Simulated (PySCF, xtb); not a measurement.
C2H6InN, SMILES C=[CH][InH][NH2].

GFN2-xTB run with xtb at its own geometry gives an orbital gap of 3.47 eV and a dipole moment of 1.80 D.

Geometry optimised at r2SCAN-D4/def2-SVP. The structure was generated by enumeration; whether it is a known compound was not checked. The def2 effective core potentials stand for the cores of In; spin–orbit coupling is left out. Other conformers were not sampled.

Task: What does PBE/def2-TZVP run with PySCF give? (Estimate from the structure and the level; the computed values follow.)

Result: gap 3.48 eV (levels -5.44 and -1.96 eV), dipole 0.56 D.
